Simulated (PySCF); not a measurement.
**Nuclear quadrupole coupling in MoO3**

Species: MoO₃ (singlet state).
Geometry (PBE0-D3(BJ)/def2-SVP, Å), atoms numbered from 1 in this order:
```xyz
4
MoO3 angstrom
Mo    -0.0030    0.0022    0.4121
O      1.5979   -0.0228   -0.1268
O     -0.7784    1.3947   -0.1498
O     -0.8164   -1.3741   -0.1355
```

Field gradients from the PBE0/pcSseg-1 (def2-TZVP on Mo) density (PySCF, non-relativistic but for the core potentials past Kr), principal values in atomic units, ordered |Vxx| ≤ |Vyy| ≤ |Vzz|:

```csv
atom,Vxx,Vyy,Vzz
O2,-0.2071,-0.6679,0.8750
O3,-0.2077,-0.6667,0.8744
O4,-0.2075,-0.6671,0.8747
```

**Question.** Find the asymmetry η = (Vxx − Vyy)/Vzz and the couplings χ = eQV/h (234.96 MHz × Q in barn × V in au), with Q(17O) = −0.0256 b.

**Answer.** 
```json
{"atom": "O2", "environment": "oxygen bonded to Mo", "nucleus": "17O", "η": "0.53", "χzz (MHz)": "-5.26", "χxx (MHz)": "1.25", "χyy (MHz)": "4.02"}
{"atom": "O3", "environment": "oxygen bonded to Mo", "nucleus": "17O", "η": "0.52", "χzz (MHz)": "-5.26", "χxx (MHz)": "1.25", "χyy (MHz)": "4.01"}
{"atom": "O4", "environment": "oxygen bonded to Mo", "nucleus": "17O", "η": "0.53", "χzz (MHz)": "-5.26", "χxx (MHz)": "1.25", "χyy (MHz)": "4.01"}
```

The tensor is traceless: Vxx + Vyy + Vzz = 0.

**Question.** What is Vzz at O3 in SI units (1 au = 9.71736 × 10²¹ V/m²)?

**Answer.** 0.8744 au = 8.497 × 10²¹ V/m².

Geometry: PBE0-D3(BJ)/def2-SVP; no solvent, vibrations or thermal averaging. Atoms past krypton carry effective core potentials; spin–orbit coupling is left out. With so small a basis the couplings can be 20 % off.
